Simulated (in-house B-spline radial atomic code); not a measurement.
# PBE0 excitations of the antimony ion Sb³⁺

Method: PBE0. Computed with an all-electron radial atomic-structure program (B-spline basis): linear response of the closed shell [Kr] 4d10 5s2 with the functional's adiabatic kernel; scalar-relativistic (spin-free one-electron X2C), finite nucleus, no spin-orbit coupling, no double excitations, S, P, D and F terms only; shells from n = 3 respond. Only terms of natural parity with L up to 3 were computed.

Command:
```bash
python run_td.py task.json out
```
Settings (radii: box in bohr, nucleus in fm):
```
Z                        51
electrons                48
configuration            [Kr] 4d10 5s2
hamiltonian              x2c
method                   pbe0
box_radius               3.5
wall_radius              3.5
rms_radius               4.6802
intervals                64
```

Run time, properties included: 2.5 s on 1 thread of Arm Neoverse N1, on a shared host.

Confined states, up to the first strongly mixed one, which can leave gaps near the end. Labels give the largest channel, * marks a mixed state, and oscillator strengths are full-response dipole values. Semilocal kernels can invert the small singlet-triplet splittings of Rydberg terms. Energies in eV:

```
     state  full response  Tamm-Dancoff  oscillator strength
5s → 5p 3P         10.304        10.480                    -
5s → 5p 1P         14.285        14.857                 1.38
5s → 5d 3D          31.14         31.17                    -
5s → 4f 3F          32.67         32.75                    -
5s → 5d 1D          32.71         32.76                    -
5s → 4f 1F          34.00         34.01                    -
4d → 5p 3P          37.24         37.28                    -
4d → 5p 3F              ?             ?                    -
4d → 5p 1F          38.11         38.12                    -
4d → 5p 1P          39.29         39.43                 1.12
5s → 6s 3S          55.18         55.19                    -
5s → 6s 1S          56.02         56.03                    -
4d → 5d 3S          57.15         57.19                    -
4d → 5d 3D          58.35         58.36                    -
4d → 4f 3P          58.41         58.45                    -
4d → 5d 1D          59.21         59.24                    -
4d → 4f 3F              ?             ?                    -
4d → 4f 1F          61.20         61.23                    -
5s → 5f 3F          66.14         66.15                    -
5s → 5f 1F          66.23         66.24                    -
```

Task: Where does 4d → 5p 3F lie?

Result: At 37.62 eV in full response, 37.64 eV in Tamm-Dancoff.

Task: Where does 4d → 4f 3F lie?

Result: At 59.52 eV in full response, 59.55 eV in Tamm-Dancoff.

Task: How large is the singlet-triplet splitting of 5s → 5p (P terms) in Tamm-Dancoff?

Result: 4.38 eV, from the unrounded values.

Task: What polarisabilities and dispersion coefficient does the method give?

Result: Dipole 7.104 bohr³, quadrupole 12.14 bohr⁵, C6 31.22 hartree·bohr⁶ for two such species.
